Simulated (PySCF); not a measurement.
## Diatomics with 42 electrons

MP2 in PySCF with def2-SVPD on every atom (core potentials on Sr), for the lowest determinant that a PBE0 search found; no spin–orbit coupling. All have 42 electrons, 4 of them in the valence shells, and the same state, a singlet (closed shell). For ions De leads to the atom and ion picked by measured ionisation energies and electron affinities.

```
species  difference of nuclear charges  Re (Å)  ωe (cm⁻¹)  k (mdyn/Å)  De (eV)  dissociates to
  NaZn⁻                             19   3.543       60.7      0.0367      n/a        Na⁻ + Zn
  SrLi⁻                             35   4.092        118      0.0537      n/a        Sr + Li⁻
   MgZn                             18   3.588       56.7      0.0330     0.09         Mg + Zn
  MgGa⁺                             19   3.154        149       0.232     0.84        Mg + Ga⁺
```

Problem. Which member of the whole set has the stiffest bond, and how does it compare with the softest?

Solution. MgGa⁺ with k = 0.232 mdyn/Å, 7.0 times that of MgZn.

Correlated steps freeze the inner cores (0 to 10 orbitals); shallow outer-core shells are correlated. Weak bonds: MgZn. Basis-set superposition, not corrected here, can be much of De in a small basis, most of all at correlated wavefunction levels. For an ion De counts to the pair picked by the measured ionisation energies or electron affinities, which need not be the lowest pair at this level.
